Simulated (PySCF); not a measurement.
**XPS shifts beside NMR shieldings**

C4H8F2O2.
Atom-mapped SMILES: `[CH3:1][O:2][CH2:3][C@H:4]([F:5])[O:6][CH2:7][F:8]`

Geometry (PBE0-D3(BJ)/def2-SVP, Å), atoms numbered from 1 in this order:
```
atom  x, y, z in Å
C1    -2.6626    0.3572    0.3649
O2    -1.8539   -0.7663    0.1467
C3    -0.6571   -0.5275   -0.5176
C4     0.4594   -0.0901    0.4044
F5     0.1801    1.1438    0.9505
O6     1.6174   -0.0030   -0.3439
C7     2.7849    0.0423    0.3872
F8     3.0858   -1.1896    0.8889
H9    -3.6159   -0.0036    0.7753
H10   -2.8704    0.8941   -0.5811
H11   -2.2152    1.0725    1.0750
H12   -0.3354   -1.4694   -0.9883
H13   -0.7586    0.2339   -1.3165
H14    0.5738   -0.7903    1.2508
H15    3.5830    0.3525   -0.3031
H16    2.6991    0.7445    1.2350
```

Binding energies: delta-SCF UKS SCAN, pcX-2 on the ionised atom, pcseg-1 elsewhere, spin-free X2C (PySCF 2.14.0). Shieldings: GIAO B97-2/pcSseg-1, non-relativistic, same geometry.

```json
{"atom": "C1", "isotropic shielding (ppm)": "123.6"}
{"atom": "C3", "isotropic shielding (ppm)": "110.5"}
{"atom": "C4", "isotropic shielding (ppm)": "74.5"}
{"atom": "C7", "isotropic shielding (ppm)": "85.2"}
```

**Question.** What are the C 1s binding energies of these atoms?

**Answer.** 
```csv
atom,environment,C 1s (eV),isotropic shielding (ppm)
C1,methoxy carbon,292.27,123.6
C3,sp3 carbon bound to oxygen,292.52,110.5
C4,sp3 C–F carbon,294.65,74.5
C7,sp3 C–F carbon,295.04,85.2
```

**Question.** Among the listed atoms, is the one with the highest binding energy also the least shielded?

**Answer.** No. The highest binding energy is at C7 (295.04 eV, shielding 85.2 ppm), the lowest shielding at C4 (74.5 ppm, 294.65 eV).

By binding energy: C1 < C3 < C4 < C7. By shielding: C4 < C7 < C3 < C1.

One conformer (not necessarily the lowest) at the PBE0-D3(BJ)/def2-SVP geometry, without solvent, vibrations or thermal averaging.
